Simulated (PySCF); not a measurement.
PySCF input for Si(H)2(F)(OEt) (C2H7FOSi), SMILES CCO[SiH2]F, B3LYP-D3(BJ)/def2-SVP. Geometry: B3LYP-D3(BJ)/def2-SVP. Other conformers were not sampled.

```python
import numpy as np
from pyscf import gto, scf, dft, df
from pyscf.hessian import thermo

mol = gto.M(
    atom='''
    Si    1.17503840    0.33669503    0.51358763
    F     2.01092598    0.40700736   -0.88028741
    O    -0.44486102    0.33697639    0.21825075
    C    -1.19089150   -0.72559854   -0.36263893
    C    -2.65752061   -0.56274590   -0.01417223
    H     1.58709375   -0.92586844    1.18265037
    H     1.46906197    1.55518973    1.29652669
    H    -0.81503362   -1.70142955    0.00237672
    H    -1.05050890   -0.71299363   -1.45860869
    H    -3.03241241    0.40595825   -0.37854220
    H    -3.25557716   -1.36539145   -0.47385963
    H    -2.80213422   -0.59800609    1.07667747
    ''',
    basis='def2-SVP',
    charge=0,
    spin=0,
    max_memory=1600,
    verbose=3,
)
mf = dft.RKS(mol, xc='b3lyp').density_fit(auxbasis='def2-universal-jkfit')
mf.disp = 'd3bj'
mf.grids.level = 3
mf.conv_tol = 1e-11
mf.max_cycle = 100
mf.kernel()

# [left out here: the lines that compute and print the analytic Hessian (its translational invariance restored by hand, since the grid's response is missing), thermochemistry and intensities]
```

It prints:

```
converged SCF energy = -544.824308692013

WARN: DFTD3 does not support analytical Hessian, using finite difference


WARN: Mole.unit (angstrom) is changed to Bohr

Mode                                 0                   1                   2
Irrep
Freq [cm^-1]                       30.6869             73.8034            175.2807
Reduced mass [au]                   2.9416              3.4247              2.2667
Force const [Dyne/A]                0.0016              0.0110              0.0410
Char temp [K]                      44.1517            106.1867            252.1899
Normal mode                   x     y     z       x     y     z       x     y     z
       0  Si                 0.03  0.00  0.00   -0.01 -0.03 -0.02   -0.02 -0.06 -0.00
       1   F                -0.07  0.03 -0.05    0.08  0.10  0.04   -0.03  0.00 -0.01
       2   O                 0.01 -0.05  0.10    0.01 -0.03 -0.10   -0.02  0.14 -0.01
       3   C                 0.02 -0.05  0.08   -0.05 -0.07  0.05    0.06  0.04  0.05
       4   C                -0.01  0.06 -0.12   -0.04  0.05  0.04    0.03 -0.05 -0.02
       5   H                 0.11  0.01 -0.03   -0.04 -0.08 -0.10   -0.18 -0.19 -0.16
       6   H                 0.03  0.01 -0.01   -0.06 -0.09  0.08    0.14 -0.18  0.13
       7   H                -0.08 -0.04  0.21   -0.10 -0.04  0.19    0.11  0.10  0.16
       8   H                 0.16 -0.15  0.10   -0.05 -0.23  0.05    0.10 -0.06  0.06
       9   H                 0.09  0.05 -0.25    0.01  0.02 -0.11   -0.08 -0.17 -0.21
      10   H                 0.00  0.05 -0.12   -0.08  0.02  0.17    0.14 -0.21  0.11
      11   H                -0.15  0.17 -0.13   -0.03  0.23  0.04    0.00  0.13 -0.02
Mode                                 3                   4                   5
Irrep
Freq [cm^-1]                      269.1700            292.2963            410.7612
Reduced mass [au]                   1.3876              3.1896              3.9669
[...]
Reduced mass [au]                   1.3517              2.4045              2.1193
Force const [Dyne/A]                0.7557              1.4044              1.5507
Char temp [K]                    1401.5285           1432.5108           1603.4018
Normal mode                   x     y     z       x     y     z       x     y     z
       0  Si                -0.01  0.00  0.06   -0.09 -0.01  0.03   -0.02  0.00  0.00
       1   F                 0.02 -0.00 -0.02    0.03  0.00 -0.03    0.00 -0.00 -0.00
       2   O                -0.05 -0.01 -0.02    0.09  0.00 -0.00    0.05 -0.00 -0.00
       3   C                -0.05  0.00  0.01    0.08  0.00 -0.01   -0.12  0.06  0.07
       4   C                 0.07  0.02  0.01   -0.10 -0.02  0.00    0.06 -0.10 -0.08
       5   H                 0.18 -0.23 -0.50    0.29  0.02 -0.15   -0.00 -0.00 -0.02
       6   H                 0.17  0.27 -0.44    0.25  0.03 -0.15    0.01 -0.00  0.00
       7   H                -0.10 -0.02  0.00    0.17  0.04 -0.00   -0.12  0.06  0.05
       8   H                -0.11 -0.03 -0.00    0.21  0.07  0.02   -0.10  0.12  0.08
       9   H                -0.02 -0.03 -0.05   -0.03  0.03  0.06    0.36  0.07  0.05
      10   H                 0.24 -0.06 -0.08   -0.28  0.06  0.10   -0.25  0.05  0.09
      11   H                -0.02 -0.06 -0.01   -0.02  0.06  0.02    0.39  0.11 -0.03
Mode                                15                  16                  17
Irrep
Freq [cm^-1]                     1154.0775           1177.1639           1307.2679
Reduced mass [au]                   3.8618              1.8563              1.0917
Force const [Dyne/A]                3.0305              1.5156              1.0992
Char temp [K]                    1660.4605           1693.6768           1880.8674
Normal mode                   x     y     z       x     y     z       x     y     z
       0  Si                 0.03  0.00  0.01   -0.02 -0.00 -0.00    0.00  0.00 -0.00
       1   F                 0.00 -0.00  0.00    0.00  0.00 -0.00   -0.00 -0.00  0.00
       2   O                -0.11 -0.10 -0.05    0.07  0.02  0.06   -0.01  0.01 -0.03
       3   C                 0.07  0.15  0.02   -0.06  0.03 -0.13    0.00  0.01 -0.01
       4   C                -0.02 -0.04  0.02    0.02 -0.05  0.08    0.01 -0.04  0.06
       5   H                 0.05  0.01 -0.01   -0.04 -0.01 -0.00   -0.00  0.00 -0.00
       6   H                 0.11 -0.03  0.01   -0.03  0.02 -0.02   -0.00 -0.00  0.01
       7   H                 0.14  0.22  0.16   -0.06  0.19  0.29   -0.56 -0.25 -0.09
       8   H                 0.07 -0.11 -0.00   -0.03 -0.38 -0.13    0.59  0.30  0.08
       9   H                 0.15  0.02 -0.01    0.24 -0.06 -0.19    0.16 -0.04 -0.11
      10   H                -0.14  0.08 -0.02    0.01  0.09 -0.16   -0.01  0.06 -0.08
      11   H                -0.07  0.13  0.02   -0.25  0.11  0.04   -0.18  0.09  0.04
Mode                                18                  19                  20
Irrep
Freq [cm^-1]                     1382.9732           1422.7062           1454.2569
Reduced mass [au]                   1.2280              1.3553              1.0384
Force const [Dyne/A]                1.3839              1.6163              1.2939
Char temp [K]                    1989.7905           2046.9575           2092.3520
Normal mode                   x     y     z       x     y     z       x     y     z
       0  Si                 0.00  0.00 -0.00   -0.01 -0.00  0.00    0.00  0.00 -0.00
       1   F                -0.00  0.00  0.00    0.00 -0.00 -0.00   -0.00 -0.00  0.00
       2   O                -0.00 -0.01 -0.01    0.00  0.02  0.01    0.00 -0.00  0.00
       3   C                -0.05 -0.02 -0.01    0.12  0.02 -0.00   -0.00  0.01 -0.02
       4   C                -0.10  0.03  0.04   -0.09 -0.02 -0.00   -0.00  0.03 -0.04
       5   H                -0.01 -0.01  0.01    0.01  0.01 -0.01   -0.00 -0.00 -0.00
       6   H                -0.01  0.00  0.00    0.01 -0.00 -0.00    0.00  0.00 -0.00
       7   H                 0.32  0.12 -0.00   -0.45 -0.22 -0.03   -0.03  0.02  0.03
       8   H                 0.31  0.08  0.04   -0.43 -0.16 -0.08    0.04 -0.01 -0.02
       9   H                 0.35  0.12 -0.16    0.24  0.14  0.10    0.39  0.23  0.15
      10   H                 0.41 -0.21 -0.20    0.20 -0.16 -0.13    0.08 -0.38  0.57
      11   H                 0.38 -0.06  0.09    0.21  0.17  0.04   -0.39 -0.30 -0.09
Mode                                21                  22                  23
Irrep
Freq [cm^-1]                     1474.6147           1500.0468           2245.3970
Reduced mass [au]                   1.0590              1.0868              1.0391
Force const [Dyne/A]                1.3568              1.4408              3.0868
Char temp [K]                    2121.6423           2158.2334           3230.6264
Normal mode                   x     y     z       x     y     z       x     y     z
       0  Si                 0.00 -0.00  0.00   -0.00  0.00 -0.00    0.01 -0.03  0.02
       1   F                 0.00 -0.00 -0.00    0.00  0.00 -0.00   -0.00 -0.00  0.00
       2   O                -0.01 -0.00 -0.00    0.01  0.01  0.01    0.00 -0.00  0.00
       3   C                 0.05  0.00 -0.00   -0.02  0.06  0.04   -0.00 -0.00 -0.00
       4   C                -0.02  0.03  0.03   -0.00  0.01  0.01    0.00  0.00  0.00
       5   H                 0.00 -0.00 -0.00    0.01  0.01 -0.00   -0.27  0.83 -0.44
       6   H                 0.00 -0.00 -0.00    0.01 -0.01  0.00   -0.01 -0.06 -0.03
       7   H                -0.15  0.02  0.22    0.02 -0.19 -0.60    0.01 -0.00  0.01
       8   H                -0.20  0.19 -0.02    0.15 -0.61  0.04    0.00  0.00 -0.00
       9   H                 0.09 -0.16 -0.57    0.04 -0.06 -0.21   -0.00 -0.00 -0.00
      10   H                -0.22  0.12  0.10   -0.10  0.06  0.06    0.00 -0.00 -0.00
      11   H                 0.20 -0.56  0.03    0.07 -0.21  0.01   -0.00 -0.00  0.00
Mode                                24                  25                  26
Irrep
Freq [cm^-1]                     2298.3645           2991.4851           3036.6376
Reduced mass [au]                   1.0432              1.0626              1.0362
Force const [Dyne/A]                3.2467              5.6025              5.6295
Char temp [K]                    3306.8348           4304.0810           4369.0454
Normal mode                   x     y     z       x     y     z       x     y     z
       0  Si                -0.01 -0.03 -0.02    0.00 -0.00 -0.00    0.00  0.00  0.00
       1   F                 0.00 -0.00 -0.00   -0.00  0.00  0.00   -0.00 -0.00  0.00
       2   O                -0.00 -0.00 -0.00   -0.00 -0.00 -0.00   -0.00 -0.00 -0.00
       3   C                 0.00  0.00  0.00    0.03 -0.06 -0.01    0.00 -0.00 -0.00
       4   C                -0.00 -0.00 -0.00    0.00  0.01  0.00   -0.05  0.00  0.01
       5   H                -0.02  0.04 -0.03   -0.01  0.00 -0.00   -0.00  0.00 -0.00
       6   H                 0.19  0.81  0.52   -0.00  0.00 -0.00   -0.00 -0.00 -0.00
       7   H                 0.00  0.00 -0.00   -0.29  0.75 -0.30   -0.01  0.02 -0.01
       8   H                -0.00 -0.00  0.00   -0.05 -0.02  0.44   -0.00 -0.00  0.01
       9   H                -0.00 -0.00  0.00    0.01 -0.02  0.01    0.18 -0.48  0.19
      10   H                -0.00  0.00  0.00   -0.02 -0.04 -0.02    0.31  0.43  0.25
      11   H                 0.00 -0.00 -0.00   -0.00  0.00  0.02    0.06  0.02 -0.56
Mode                                27                  28                  29
Irrep
Freq [cm^-1]                     3044.6524           3124.6220           3128.8645
Reduced mass [au]                   1.1045              1.1041              1.1051
Force const [Dyne/A]                6.0327              6.3510              6.3744
Char temp [K]                    4380.5770           4495.6353           4501.7393
Normal mode                   x     y     z       x     y     z       x     y     z
       0  Si                 0.00  0.00 -0.00   -0.00  0.00  0.00    0.00 -0.00  0.00
       1   F                -0.00  0.00  0.00    0.00 -0.00 -0.00    0.00  0.00 -0.00
       2   O                -0.00 -0.00  0.00   -0.00 -0.00 -0.00    0.00  0.00 -0.00
       3   C                -0.00  0.03 -0.08   -0.00  0.00  0.01    0.00 -0.01  0.01
       4   C                 0.00 -0.00  0.01    0.02  0.06  0.06    0.01 -0.06  0.06
       5   H                 0.00 -0.00  0.00    0.00 -0.00  0.00   -0.00  0.00 -0.00
       6   H                -0.00 -0.00 -0.00    0.00 -0.00 -0.00   -0.00  0.00 -0.00
       7   H                 0.15 -0.36  0.14    0.00 -0.01  0.00   -0.03  0.07 -0.03
       8   H                -0.11 -0.02  0.83    0.01  0.00 -0.06    0.01  0.00 -0.09
       9   H                -0.02  0.07 -0.02    0.09 -0.22  0.10   -0.25  0.65 -0.24
      10   H                -0.01 -0.02 -0.01   -0.40 -0.54 -0.31    0.08  0.10  0.07
      11   H                 0.01  0.00 -0.10    0.07  0.03 -0.52    0.07  0.01 -0.56
temperature 298.1500 [K]
pressure 101325.00 [Pa]
Rotational constants [GHz] 11.65235 1.80749 1.67402
Symmetry number 1
Zero-point energy (ZPE) 0.09098 [Eh]   238875.981 [J/mol]
                           tot       elec      trans        rot        vib
Entropy [J/mol/K]       351.716      0.000    165.430    111.351     74.935
Cv [J/mol/K]             94.717      0.000     12.472     12.472     69.774
Cp [J/mol/K]            103.031      0.000     20.786     12.472     69.774
Internal energy [J/mol]                      3718.434   3718.434 249658.901
Internal energy [Eh]   -544.72639  -544.82431
Enthalpy [J/mol]                             6197.391   3718.434 249658.901
Enthalpy [Eh]          -544.72544
Gibbs free energy [J/mol]                  -43125.459 -29480.963 227316.946
Gibbs free energy [Eh] -544.76538
mode   freq/cm-1   IR/(km/mol)
   1       30.69         0.448
   2       73.80         2.953
   3      175.28         2.844
   4      269.17         1.072
   5      292.30        11.053
   6      410.76        11.254
   7      695.97        82.892
   8      754.80        33.473
   9      772.32        12.248
  10      815.45         0.533
  11      868.95        30.850
  12      950.15       161.326
  13      974.11       127.651
  14      995.64       249.161
  15     1114.42        24.186
  16     1154.08       253.382
  17     1177.16        66.702
  18     1307.27         2.150
  19     1382.97         1.744
  20     1422.71        37.747
  21     1454.26         5.919
  22     1474.61         1.338
  23     1500.05         2.336
  24     2245.40       118.882
  25     2298.36       119.967
  26     2991.49        43.788
  27     3036.64        13.484
  28     3044.65        32.677
  29     3124.62        21.543
  30     3128.86        21.248
max |gradient| / (hartree/bohr): 0.00010316264569239172
APT charges: [ 1.7923 -0.6425 -1.0711  0.6507  0.0169 -0.2998 -0.2749 -0.0749 -0.073
 -0.0032 -0.0124 -0.008 ]
```

Self-consistency was reached.
